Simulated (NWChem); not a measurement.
System: C4H4; SMILES C(=C)C#C

Input file for NWChem:

```
start job
memory heap 200 mb stack 900 mb global 1100 mb
geometry units angstroms noautosym nocenter noautoz
  C      0.173346    -1.918635     0.000000
  C     -0.107944    -0.740942     0.000000
  C     -0.487206     0.632265     0.000000
  C      0.377216     1.658176     0.000000
  H      0.441719    -2.950293     0.000000
  H     -1.558200     0.834142     0.000000
  H      1.451538     1.500612     0.000000
  H      0.023237     2.684488     0.000000
end
basis spherical
  * library 6-31g*
end
dft
  xc b3lyp
  iterations 150
end
cosmo
  do_cosmo_smd true
  solvent hexane
end
task dft energy
```

Geometry: optimised at B3LYP/6-31G* (spherical d). Solvent: n-hexane.

Level: B3LYP/6-31G* with SMD (1 M gas to 1 M solution), gas-phase geometry.

Q: Predict the main results of this run. (B3LYP/6-31G* (spherical d), SMD on the gas-phase geometry.) Quantities: solvation free energy (kcal/mol); cavity-dispersion-structure term (kcal/mol); dipole in solution (D).

A: 
- solvation free energy (kcal/mol): -2.7
- cavity-dispersion-structure term (kcal/mol): -0.8
- dipole in solution (D): 0.43
